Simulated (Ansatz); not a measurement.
A search over several starts for the lowest SCF solution of CrS₂⁻ at the given spin, in a small basis.

```yaml
crystal:
  periodic: [false, false, false]
  atoms:
    - {symbol: Cr, position_ang: [-0.188068, 0.205438, 0.266777]}
    - {symbol: S, position_ang: [1.357953, 1.405377, -0.403706]}
    - {symbol: S, position_ang: [-1.169894, -1.610815, 0.136929]}
basis:
  gaussian: {orbitals: def2-SVP, initial_orbitals: start.molden}
total_charge: -1
magnetization: {spin_polarized: true, initial_magnetization: 1}
hamiltonian: {xc: pbe0, dispersion: d4}
output: {orbitals: {seedname: orbitals}}
```

The file start.molden holds the orbitals of an earlier run on this structure, at another level or in another basis.

```sh
$ ansatz run in.yaml --threads 4 --pin off --events-out ev --progress --plain --max-ram 3916MiB
```

Shortened log:

```
Functional definition: PBE0
  name "PBE0"
  cite "Adamo & Barone, J. Chem. Phys. 110, 6158 (1999) doi:10.1063/1.478522"
  cite "Perdew, Burke & Ernzerhof, Phys. Rev. Lett. 77, 3865 (1996) doi:10.1103/PhysRevLett.77.3865"
  parent pbe
  parameter a = 0.25
  parameter kappa = 0.804
  parameter beta = 0.06672455060314922
  exchange = (1 - a)*pbe_x(kappa = kappa, mu = beta*pi^2/3) + a*exact_x
  correlation = pbe_c(beta = beta)
673 factors; integrals over basis functions are off by at most 4.2e-4 eV
mean field evaluation 1: about -50050.6686 eV, gradient 5.7e1 eV
mean field evaluation 2: about -50059.0548 eV, gradient 1.1e1 eV
mean field evaluation 4: about -50067.9474 eV, gradient 4.6e0 eV
mean field evaluation 8: about -50069.2582 eV, gradient 4.4e0 eV
mean field evaluation 16: about -50069.7237 eV, gradient 5.1e-2 eV
mean field evaluation 32: about -50069.7338 eV, gradient 5.3e-4 eV
mean field evaluation 64: about -50069.7228 eV, gradient 1.7e-1 eV
mean field evaluation 96: about -50069.7238 eV, gradient 4.1e-1 eV
mean field evaluation 128: about -50069.6405 eV, gradient 1.5e0 eV
mean field -50069.73383903 eV, -1840.0287800997 hartree, gradient 3.0e-6 eV, S^2 1.799487; 10 other end points of the search recorded, 0 dependent functions left out
reference -50069.73388340 eV, -1840.0287817303 hartree; 29, 28 occupied and 38, 39 virtual orbitals, 673 factors
Total energy: -50069.82748950 eV, -1840.0322216912 hartree
```

It took 8 s on 4 threads of Intel Xeon 6975P-C on a shared host.

Other converged states that the search met: 0.01 eV higher (⟨S²⟩ = 1.81).

The charge -1 doublet is spin-contaminated (final ⟨S²⟩ up to 1.80, 0.75 for a pure state). The geometry of the doublet was relaxed on an unsound state (⟨S²⟩ 1.79, where a pure state has 0.75). At PBE0-D4/def2-TZVPD a quartet of charge -1 lies 1.20 eV below the doublet, each at its own geometry. That quartet is doubtful there (⟨S²⟩ 4.23, where a pure state has 3.75). The structure comes from a short search, and lower isomers may exist.
